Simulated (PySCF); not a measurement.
C4H9FSi, SMILES C1CCC1(F)[SiH3].

Coordinates come from a PBE0-D3(BJ)/def2-SVP optimisation. This is a generated structure with no PubChem entry under its InChIKey; it may be hypothetical.

Computed with TDA-M06-2X/def2-SVPD (PySCF 2.14.0).

Vertical excitations. Gas-phase values at a fixed geometry. State labels are in the subgroup Cs.

| state | symmetry | energy (eV) | λ (nm) | f | main pairs |
|---|---|---|---|---|---|
| S1 | A' | 7.56 | 164 | 0.039 | HOMO→LUMO 43 %, HOMO→LUMO+1 42 %, HOMO→LUMO+2 7 % |
| S2 | A' | 7.77 | 160 | 0.017 | HOMO→LUMO 40 %, HOMO→LUMO+2 28 %, HOMO→LUMO+4 11 %, HOMO→LUMO+1 8 % |
| S3 | A" | 8.07 | 154 | 0.000 | HOMO→LUMO+3 83 % |
| S4 | A' | 8.29 | 149 | 0.151 | HOMO→LUMO+1 34 %, HOMO→LUMO+4 22 %, HOMO→LUMO+5 17 %, HOMO→LUMO 13 % |
| S5 | A' | 8.43 | 147 | 0.151 | HOMO→LUMO+2 48 %, HOMO→LUMO+4 33 % |
| S6 | A" | 8.53 | 145 | 0.015 | HOMO−1→LUMO+1 51 %, HOMO−1→LUMO 21 % |
| S7 | A" | 8.70 | 143 | 0.052 | HOMO−1→LUMO 48 %, HOMO−1→LUMO+2 31 % |
| S8 | A' | 8.85 | 140 | 0.006 | HOMO→LUMO+5 69 %, HOMO→LUMO+4 19 % |
| S9 | A" | 8.85 | 140 | 0.001 | HOMO→LUMO+6 77 % |
| S10 | A" | 8.94 | 139 | 0.005 | HOMO−2→LUMO+1 37 %, HOMO−2→LUMO 20 %, HOMO−1→LUMO 10 %, HOMO→LUMO+6 8 % |
| T1 | A' | 7.11 | 174 | 0 | HOMO→LUMO+1 62 %, HOMO→LUMO 17 % |
| T2 | A' | 7.42 | 167 | 0 | HOMO→LUMO+2 28 %, HOMO→LUMO 26 %, HOMO→LUMO+4 17 %, HOMO→LUMO+7 13 % |
| T3 | A" | 7.88 | 157 | 0 | HOMO→LUMO+3 76 % |
| T4 | A' | 7.98 | 155 | 0 | HOMO→LUMO 52 %, HOMO→LUMO+1 24 % |
Triplets are in the Tamm–Dancoff approximation.
